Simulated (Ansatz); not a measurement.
`CO[SiH](O)C=O` + `CNCO` → `CN(C)CO` + `O=C[SiH](O)O`  (substitution at a C–O bond)

Calculated with Ansatz (gas phase, PBE0-D4/def2-TZVP geometries, no zero-point term in ΔE). CCSD(T)/CBS is the MP2 limit (def2-TZVPP, def2-QZVPP) plus CCSD(T) − MP2 in def2-TZVPP, frozen cores. Functionals use def2-TZVPP. Each species was taken in one conformer, which may not be the lowest.

```
             level  ΔE (eV)
         r2SCAN-D4    -0.40
CCSD(T)/def2-TZVPP    -0.41
```

Q: What does CCSD(T)/CBS give? (An estimate is asked.)

A: Computed: -0.41 eV. The listed levels differ from it by 0.01, 0.00 eV.

Largest T1 diagnostic among the species: 0.014.

In def2-TZVPP, CCSD(T) changes the Hartree–Fock value by −0.19 eV (the triples alone add −0.03 eV) and MP2 by −0.25 eV. The D4 term adds −0.04 eV with B3LYP and −0.02 eV with PBE0; it sums over pairs of atoms, weighted by their polarisabilities, and B3LYP, whose exchange is more repulsive, gets the larger term.

B3LYP here is the variant with VWN-RPA as its local correlation; programs differ in this.
